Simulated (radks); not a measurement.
Question: The bismuth ion Bi3+, [Hg]. Calculated with a radial shooting solver on a logarithmic mesh with Libxc functionals: non-relativistic Kohn-Sham, exchange-only B88, spin-polarised, spherical densities, point nucleus. Every spin shell is full or empty, so the densities are truly spherical. Functionals are evaluated on that one density, not self-consistently. Rank these orbital-free kinetic functionals by their error against the exact value of the orbitals, and give that value: Thomas-Fermi, von Weizsacker, TF + vW, TF + vW/9, TF + vW/5, APBEK, revAPBEK, Thakkar, Pearson, PG1, DePristo-Kress.

Answer: Exact: 20094.0 hartree. From best to worst, with 100 (|E| - |E exact|)/|E exact| (equal figures are ties): APBEK +0.05, revAPBEK +0.19, DePristo-Kress -0.19, TF + vW/9 -0.67, Thakkar -0.78, Pearson -0.82, TF + vW/5 +2.44, Thomas-Fermi -4.55, PG1 +12.24, TF + vW +30.41, von Weizsacker -65.03.
